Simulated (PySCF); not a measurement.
# Two-component Hartree-Fock for Au⁶⁰⁺ (gold, charge +60)

Start: [Ar] 3d1; 3d5/2 filled at m_j = +5/2. Calculated with PySCF 2.14 in an uncontracted even-tempered set (15 s from 19 bohr⁻², ratio 2.8; 12 p from 24 bohr⁻², ratio 2.8; 8 d from 24 bohr⁻², ratio 2.8; 3 f from 74 bohr⁻², ratio 3): generalised Hartree-Fock with the X2C-1e Hamiltonian and a Gaussian nucleus; one run each with spin-orbit coupling (SO) screened by Boettger's factors, then bare. This is a chosen level, not necessarily the ground level.

```
spinor shell  electrons  ε, screened SO (eV)  ε, bare SO (eV)  weight of nominal j (bare SO)  rms radius, bare SO (bohr)
       1s1/2          2             -85675.4         -85674.0                          1.000                      0.0190
       2s1/2          2             -18858.6         -18858.3                          1.000                      0.0761
       2p1/2          2             -18274.2         -18317.0                          1.000                      0.0642
       2p3/2          4             -16409.2         -16396.5                          1.000                      0.0722
       3s1/2          2              -7299.8          -7299.7                          1.000                       0.187
       3p1/2          2              -7061.6          -7072.4                          1.000                       0.177
       3p3/2          4              -6585.5          -6582.2                          1.000                       0.191
       3d5/2          1              -6205.4          -6199.4                          1.000                       0.166
```

| quantity | screened SO | bare SO |
| --- | --- | --- |
| E (hartree) | -15237.16686 | -15238.59307 |
| M_J | 5/2 | 5/2 |
| ⟨J²⟩ | 8.750 | 8.750 |
| ⟨L²⟩ | 6.076 | 6.080 |
| ⟨S²⟩ | 0.826 | 0.830 |

Each row is a mean over spinors that exchange with the open shell spreads, by up to 29.510 eV (3p3/2).

Breit and QED terms are absent; they matter most for the inner s and p1/2 levels.

Densities and radii are taken from the X2C orbitals without a picture-change correction, which distorts them close to the nucleus.
